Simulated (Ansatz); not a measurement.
```yaml
crystal:
  periodic: [false, false, false]
  atoms:
    - {symbol: O, position_ang: [-1.123122, 0.224304, 1.441163]}
    - {symbol: B, position_ang: [-0.252800, -0.245009, 0.540003]}
    - {symbol: S, position_ang: [0.885777, -1.551017, 0.263891]}
    - {symbol: C, position_ang: [0.490053, -0.070063, -0.791054]}
    - {symbol: F, position_ang: [1.485853, 0.857361, -0.905081]}
    - {symbol: H, position_ang: [-1.541972, 1.049602, 1.182127]}
    - {symbol: H, position_ang: [0.117412, -0.333278, -1.776850]}
basis:
  gaussian: {orbitals: cc-pVTZ-PP}
magnetization: {spin_polarized: true, initial_magnetization: 0}
hamiltonian: {xc: {name: BLYP}, dispersion: d3bj, pseudopotentials: {relativity: none}}
accuracy: high
```

```sh
$ ansatz run in.yaml --threads 2 --pin off --events-out ev --progress --plain --max-ram 4352MiB
```

Q: How does Ansatz answer? (An estimate is asked.)

A: The calculation gave: The program refused the input.
```
Functional definition: BLYP
Error: <dir> the basis set cc-pVTZ-PP has no functions for O
```
